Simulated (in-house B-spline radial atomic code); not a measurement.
## Ionising P⁺ with different functionals

Computed with a B-spline radial code for spherical atoms: scalar-relativistic (spin-free X2C) Hamiltonian, Fermi nucleus of rms radius 3.1889 fm, spin-polarised at highest spin, spherical fractional occupations for the functionals, and exact exchange of hybrids averaged over the configuration. The ionisation energy is the difference of two self-consistent energies, [Ne] 3s2 3p2 → [Ne] 3s2 3p1, without Breit or QED terms; ε is the level of the shell that loses the electron (its least bound occupied spin orbital).

| method | rung | ΔSCF (eV) | -ε(3p) (eV) |
| --- | --- | --- | --- |
| PBE0 | global hybrid | 19.88 | 16.35 |
| B3LYP | global hybrid | 19.79 | 15.96 |
| TPSSh | global hybrid | 19.95 | 15.66 |
| BHandHLYP | global hybrid | 19.65 | 17.38 |
| r2SCAN0 | global hybrid | 20.00 | 16.55 |
| B97-1 | global hybrid | 19.74 | 15.97 |
| HSE06 | range-separated hybrid | 19.87 | 15.93 |
| wB97X | range-separated hybrid | 19.76 | 18.76 |
| CAM-B3LYP | range-separated hybrid | 19.79 | 17.63 |
| LC-wPBE | range-separated hybrid | 20.00 | 19.30 |

Problem. Among the functionals, which spreads more, the ΔSCF values or the orbital energies?

Solution. The orbital energies: ΔSCF values span about 0.36 eV and the orbital energies 3.65 eV; here energy differences depend much less on the functional than eigenvalues do.

Problem. How do they compare with the NIST value?

Solution. NIST lists 19.769 eV (semi-empirical, ground level to ground level). Errors run from -0.12 to +0.23 eV; wB97X is closest (-0.01 eV), but part of that can be cancellation, since the calculations leave out spin-orbit coupling, Breit-QED terms, multiplet and fine-structure energies.
